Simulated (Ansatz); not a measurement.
Stepwise reaction of `[SH][In]([SH])[Br]` with water, as a gas-phase model of exchange steps in deposition or etching. ΔE in kJ/mol.

Isolated molecules relaxed with PBE0-D4/def2-TZVP in Ansatz; ΔE leaves out vibrations. CCSD(T)/CBS adds triple-zeta CCSD(T) − MP2 to the extrapolated MP2 energy (def2 sets, frozen cores). This one scheme is used for every species. Functionals use def2-TZVPP. B3LYP here is the variant with VWN-RPA as its local correlation; programs differ in this. Elements past krypton have def2 core potentials. For Br, In outer-core shells are correlated without core-valence functions, which leaves a few kJ/mol of doubt a bond. Scalar relativity is left out up to krypton. Each species was taken in one conformer, which may not be the lowest.

```
step                                                 reaction  PBE-D4  B3LYP-D4  ωB97M-V  CCSD(T)/CBS
   1  `[SH][In]([SH])[Br]` + H₂O → `[OH][In]([SH])[Br]` + H₂S    63.7      62.8     62.9         64.4
   2  `[OH][In]([SH])[Br]` + H₂O → `[OH][In]([OH])[Br]` + H₂S    69.5      68.3     68.7         69.4
```

(1) By hand: ΔE of the 2 steps together at CCSD(T)/CBS.

Answers

(1) (64.4) + (69.4) = 133.8 kJ/mol, or 66.9 kJ/mol a step.

In ΔE each step is higher than the one before. All are uphill at CCSD(T)/CBS. PBE-D4 differs from CCSD(T)/CBS by -0.7 to 0.1 kJ/mol a step. Isolated molecules leave out the surface, adducts and barriers. Largest T1 diagnostic: 0.014.
